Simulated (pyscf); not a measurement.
**HO–AsH•, doublet**

Gas-phase minimum from PySCF at ωB97X-D3(BJ)/def2-SVP, one conformer. Other isomers of HO–AsH• were not searched in full and may lie lower. 

```
O
H 1 0.9661
As 1 1.7954 2 108.79
H 3 1.5234 1 92.57 2 179.96
```
Charge 0, spin multiplicity 2.

Properties at ωB97X-D3(BJ)/def2-SVP:

Harmonic wavenumbers, unscaled: 410, 706, 827, 1048, 2250, 3878 cm⁻¹
Zero-point energy: 13.0 kcal/mol
Rotational symmetry number: 1
Entropy of this conformer at 298 K and 1 atm, rigid rotor and harmonic oscillator, modes under 100 cm⁻¹ raised to 100: 262.5 J/(mol K)
Dipole moment: 1.17 D
Spin expectation value S2: 0.753

Single-point totals, which compare only within one level (frozen core for MP2 and CC):

```tsv
level	total energy (hartree)
ωB97X-D3(BJ)/def2-TZVP	-2312.25977
PBE/def2-TZVP	-2311.89647
r²SCAN/def2-TZVP	-2312.26545
B3LYP-D3(BJ)/def2-TZVP	-2312.35997
PBE0-D3(BJ)/def2-TZVP	-2311.95929
M06-2X/def2-TZVP	-2312.29191
ωB97M-D3(BJ)/def2-TZVP	-2312.34087
UHF/def2-TZVPP	-2310.25069
MP2/def2-TZVPP	-2310.74133
CCSD/def2-TZVPP	-2310.75183
CCSD(T)/def2-TZVPP	-2310.77008
```

The CCSD(T) − MP2 part came from Ansatz, without density fitting, on the same reference. The frozen core leaves the outer d or s,p core shells of the metals and heavy elements correlated in the MP2 and CC values, and def2-TZVPP describes them poorly, so these totals are far from the basis limit. Elements up to Kr have no core potential and no relativistic terms here.
